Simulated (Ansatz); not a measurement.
`C#[C][In]([SiH3])[Cl]` + HCl → `C#[C][In]([Cl])[Cl]` + SiH₄ at 400 K and 1 bar (cleavage of the In–Si bond).

Isolated molecules relaxed with PBE0-D4/def2-TZVP in Ansatz; ΔE leaves out vibrations. CCSD(T)/CBS adds triple-zeta CCSD(T) − MP2 to the extrapolated MP2 energy (def2 sets, frozen cores). This one scheme is used for every species. Elements past krypton have def2 core potentials. For In outer-core shells are correlated without core-valence functions, which leaves a few kJ/mol of doubt a bond.

| species | CCSD(T)/CBS energy (Eh) | H − E (kJ/mol) | S (J/(mol·K)) |
| --- | --- | --- | --- |
| `C#[C][In]([SiH3])[Cl]` | -1017.16931 | 154.3 | 456.5 |
| HCl | -460.38127 | 29.6 | 195.4 |
| `C#[C][In]([Cl])[Cl]` | -1186.11436 | 85.7 | 400.3 |
| SiH₄ | -291.46306 | 96.9 | 218.6 |

H − E and S are ideal-gas, rigid-rotor, harmonic terms from PBE0-D4/def2-TZVP, for one conformer and one mirror image of each species. 1 Eh = 2625.50 kJ/mol, R = 8.31446 J/(mol·K).

Q: By hand: ΔE, ΔH, ΔS and ΔG.

A: ΔE = (-1186.11436) + (-291.46306) − (-1017.16931) − (-460.38127) = -0.02684 Eh = -70.5 kJ/mol. Δ(H − E) = 85.7 + 96.9 − 154.3 − 29.6 = -1.3, so ΔH = -71.8 kJ/mol. ΔS = 400.3 + 218.6 − 456.5 − 195.4 = -33.0 J/(mol·K). ΔG = -71.8 − 400 × (-33.0)/1000 = -58.6 kJ/mol.

Q: By hand: the equilibrium constant, and the temperature at which ΔG would vanish if ΔH and ΔS stayed fixed.

A: log₁₀ K = −ΔG/(RT ln 10) = 7.7. ΔG = 0 at ΔH/ΔS = 2176 K.

ΔH outweighs TΔS. A doubt of 5 kJ/mol in ΔE shifts log₁₀ K by 0.7 here. Other conformers and mirror images would add mixing entropy, several J/(mol·K) or more a flexible species. Modes under 60 cm⁻¹, often nearly free rotors, make the harmonic entropy too high. These are equilibria of isolated gas molecules and say nothing of rates. Largest T1 diagnostic: 0.014 (customary marks: 0.02 for closed shells, 0.045 for open ones).
